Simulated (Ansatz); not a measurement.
A geometry relaxed with Ansatz (a first-principles code) with PBE0-D3(BJ)/def2-TZVP, charge 0, multiplicity 1:

```xyz
5

C     -0.0789    -0.1511    -0.0453
H      2.1430     0.1817    -0.2914
O     -1.3487    -0.4105     0.0705
C      1.0989     0.0225    -0.1767
H     -1.8144     0.3573     0.4220
```

Task: Write the SMILES of this molecule.

Result: `C#CO`
